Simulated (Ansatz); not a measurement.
`[SiH3]B[SiH2]Cl` + `[CH3][SnH2][SeH]` → `[CH3][SnH2][BH][SiH3]` + `Cl[SiH2][SeH]`  (redistribution)

Calculated with Ansatz (gas phase, PBE0-D4/def2-TZVP geometries, no zero-point term in ΔE). CCSD(T)/CBS is the MP2 limit (def2-TZVPP, def2-QZVPP) plus CCSD(T) − MP2 in def2-TZVPP, frozen cores. Functionals use def2-TZVPP. def2 core potentials past Kr. For Se, Sn outer-core shells are correlated without core-valence functions, which leaves a few kJ/mol of doubt a bond. Scalar relativity is left out up to krypton. Each species was taken in one conformer, which may not be the lowest.

```csv
level,ΔE (kJ/mol),difference from CCSD(T)/CBS
r2SCAN-D4,18.8,4.4
ωB97X-V,18.3,3.9
PBE,20.2,5.8
r2SCAN,19.1,4.7
HF/def2-TZVPP,26.7,12.3
CCSD(T)/def2-TZVPP,12.2,-2.2
MP2/def2-QZVPP,9.9,-4.5
SCS-MP2/def2-QZVPP,13.1,-1.3
MP2/CBS(def2),10.6,-3.8
CCSD/CBS(def2),15.6,1.2
CCSD(T)/CBS,14.4,0
```

Largest T1 diagnostic among the species: 0.013.

In def2-TZVPP, CCSD(T) changes the Hartree–Fock value by −14.4 kJ/mol (the triples alone add −1.2 kJ/mol) and MP2 by −18.2 kJ/mol.
